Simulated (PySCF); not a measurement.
PySCF job for H₆HfN₂S₂, SMILES [NH2][Hf]([NH2])([SH])[SH], multiplicity 1, IEF-PCM-ωB97X/def2-SVP. Coordinates come from a PBE0-D3(BJ)/def2-SVP optimisation. The multiplicity is an assumed one; other spin states were not compared. The def2 effective core potentials stand for the cores of Hf; spin–orbit coupling is left out. The values are those of a single conformer.

```python
import numpy as np
from pyscf import gto, scf, dft
from pyscf.solvent import pcm

mol = gto.M(
    atom='''
    Hf   -0.00000000   -0.00000000    0.19195427
    N     0.03383570   -1.61775219    1.39956708
    H     0.50784547   -1.66175245    2.29995221
    H    -0.45716874   -2.49717736    1.24956439
    N    -0.03383571    1.61775220    1.39956708
    H     0.45716873    2.49717737    1.24956439
    H    -0.50784549    1.66175246    2.29995220
    S    -2.01113691   -0.07356175   -1.23407273
    H    -2.68547123    0.84962282   -0.51167619
    S     2.01113693    0.07356176   -1.23407272
    H     2.68547123   -0.84962282   -0.51167615
    ''',
    basis='def2-SVP',
    ecp={'Hf': 'def2-svp'},
    charge=0,
    spin=0,
    max_memory=1600,
    verbose=3,
)
mf = dft.RKS(mol, xc='wb97x').density_fit(auxbasis='def2-universal-jkfit')
mf.grids.level = 3
mf.conv_tol = 1e-9
mf.max_cycle = 100
mf.kernel()
res = {}
for name, eps in {'water': 78.355, 'chlorobenzene': 5.6968, 'acetonitrile': 35.688}.items():
    s = mf.PCM()
    s.with_solvent.method, s.with_solvent.eps, s.with_solvent.lebedev_order = 'IEF-PCM', eps, 29
    s.kernel(mf.make_rdm1())
    res[name] = (s.e_tot, eps, s.dip_moment(), s.mo_energy, s.converged)
    print(f'{name}: electrostatic solvation free energy {(s.e_tot - mf.e_tot) * 627.509474:.3f} kcal/mol')
```

Log of the run:

```
converged SCF energy = -957.341182249853

WARN: PCM is an experimental feature. It is still in testing.
Features and APIs may be changed in the future.

converged SCF energy = -957.358868592103
Dipole moment(X, Y, Z, Debye): -0.00000, -0.00000,  5.97997
water: electrostatic solvation free energy -11.098 kcal/mol

WARN: PCM is an experimental feature. It is still in testing.
Features and APIs may be changed in the future.

converged SCF energy = -957.35447440744
Dipole moment(X, Y, Z, Debye): -0.00000, -0.00000,  5.60819
chlorobenzene: electrostatic solvation free energy -8.341 kcal/mol

WARN: PCM is an experimental feature. It is still in testing.
Features and APIs may be changed in the future.

converged SCF energy = -957.358413910165
Dipole moment(X, Y, Z, Debye): -0.00000, -0.00000,  5.94087
acetonitrile: electrostatic solvation free energy -10.813 kcal/mol
```

The calculation finished and met its thresholds.
